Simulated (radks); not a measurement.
Question: Radial electron density D(r) = 4 pi r^2 rho(r) of an atom or ion with 12 electrons. Calculated with a radial shooting solver on a logarithmic mesh with Libxc functionals: Dirac Kohn-Sham, PBE, spin-unpolarised, spherical densities, finite nucleus; Fermi nuclear charge, rms radius of each element as measured or else 0.836 A^(1/3) + 0.57 fm.

```
   r/bohr * D(r) (the largest magnitude, 51.7, reaches the edge; | marks zero)
 0.004557 |       *
 0.005097 |         *
 0.005656 |          *
 0.006326 |             *
 0.007075 |               *
 0.007914 |                 *
 0.008781 |                    *
 0.009822 |                       *
  0.01099 |                           *
  0.01229 |                              *
  0.01363 |                                  *
  0.01525 |                                     *
  0.01706 |                                        *
  0.01908 |                                           *
  0.02117 |                                              *
  0.02368 |                                               *
  0.02649 |                                                *
  0.02939 |                                                *
  0.03287 |                                               *
  0.03677 |                                             *
  0.04113 |                                           *
  0.04563 |                                         *
  0.05104 |                                       *
  0.05709 |                                     *
  0.06386 |                                     *
  0.07085 |                                       *
  0.07925 |                                          *
  0.08864 |                                             *
  0.09836 |                                                 *
     0.11 |                                                    *
   0.1231 |                                                      *
   0.1376 |                                                     *
   0.1527 |                                                 *
   0.1708 |                                           *
   0.1911 |                                   *
   0.2137 |                          *
   0.2371 |                   *
   0.2652 |             *
   0.2967 |          *
   0.3318 |        *
   0.3682 |       *
   0.4118 |      *
   0.4606 |     *
   0.5111 |    *
   0.5717 |  *
   0.6395 | *
   0.7153 |*
   0.7936 *
   0.8877 *
   0.9929 *
    1.111 *
    1.232 *
    1.378 *
```

What is the nuclear charge?

Answer: Z = 37. The innermost maximum, from 1s, lies near gamma/Z bohr with gamma = sqrt(1 - (Z/c)^2) = 0.963, here 0.026 bohr (found: 0.0278), and its height grows with Z. The density is that of the rubidium ion Rb25+ in [Ne] 3s2; the configuration itself is not fixed sharply by these data, and Z only to a few units. D(r) has 2 maxima, at r = 0.0278, 0.125 bohr, and minima at 0.0604 bohr, inside which lie 2.12 electrons.
